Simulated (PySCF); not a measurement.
**TaO₂: calculation against measurement**

Isolated TaO₂, optimised in PySCF with density fitting and no spin–orbit coupling; def2 sets carry scalar-relativistic core potentials from Rb on. It is a doublet of C2v symmetry: PBE0/def2-TZVP Ta–O 1.719 Å (×2), O–Ta–O 105.5°.

Formally Ta is in oxidation state +4, d1, with 1 unpaired electron. The Mulliken spin on Ta is 1.20. The polar-tensor charge on Ta, 1.55, is far below the formal one.

Measured fundamentals (Jacox, Vibrational and Electronic Energy Levels of Polyatomic Transient Molecules, as compiled in the NIST Chemistry WebBook) beside computed harmonic wavenumbers, in cm⁻¹:

| mode as compiled | computed symmetry | measured | medium | PBE0/def2-TZVP |
| --- | --- | --- | --- | --- |
| a1 sym. stretch | a1 | 965.3 | argon matrix | 1027 |
| b2 asym. stretch | b2 | 912.2 | argon matrix | 959 |

Q: How close does the calculation come?

A: Mean absolute differences: PBE0/def2-TZVP 5.8 %. The mean ratio of measured to computed values at PBE0/def2-TZVP is 0.946. Harmonic values should lie a little above fundamentals; matrices shift bands further, usually down by up to a few per cent.

 Open d and f shells are described by one determinant, and the ground state may have another occupation or spin. Spin–orbit coupling, left out here, can matter for elements this heavy.
